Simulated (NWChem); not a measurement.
Species: neopentane (C5H12); SMILES CC(C)(C)C

Results from NWChem. Each level has its own optimisation; frequencies are unscaled.

For level PBE0/def2-SVP:

```yaml
highest harmonic frequency (cm⁻¹): 3140
zero-point energy (kcal/mol): 99.9
```

Estimate the same quantities for level BLYP/def2-SVP.

highest harmonic frequency (cm⁻¹): 3019
zero-point energy (kcal/mol): 96.6
